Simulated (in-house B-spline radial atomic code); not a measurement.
Configurations of Yb, with energies counted from [Xe] 4f14 6s2. All numbers are computed (scalar-relativistic (X2C) r2SCAN0, spin-polarised, spherical fractional occupations, exact exchange averaged over the configuration; Fermi nucleus of rms radius 5.3108 fm) with a B-spline radial code for spherical atoms, not measured. Shells without spins written out take the highest spin.

Occupations are held fixed; configurations that lie above the ionisation limit could autoionise.

```csv
configuration,E - E(ref) (eV),highest orbital,its <r> (bohr)
[Xe] 4f14 6s1 7p1,4.4161,7p up,12.78
[Xe] 4f13 6s2 6p1,4.6537,6p up,4.775
[Xe] 4f14 6s1 7d1,5.1885,7d up,23.14
[Xe] 4f14 6s1 6f1,5.4112,6f up,29.77
[Kr] 4d10 4f14 5s2 5p5 6s2 6p1,28.91,6p up,4.791
[Kr] 4d10 4f14 5s2 5p5 6s2 7s1,31.04,7s up,9.074
```

(1) Order these further configurations by energy, lowest first.
A. [Kr] 4d9 4f14 5s2 5p6 6s2 7f1
B. [Xe] 4f13 6s2 6f1
C. [Kr] 4d9 4f14 5s2 5p6 5d1 6s2
D. [Xe] 4f13 6s2 6d1
E. [Kr] 4d9 4f14 5s2 5p6 6s2 7s1

(2) How far above the reference does [Xe] 4f13 5d1 6s2 lie?

## Answers

(1) D (7.656 eV), B (8.5454 eV), C (184.84 eV), E (187.86 eV), A (189.8 eV).

(2) 3.7294 eV; its least bound orbital is 5d up with <r> = 2.779 bohr.
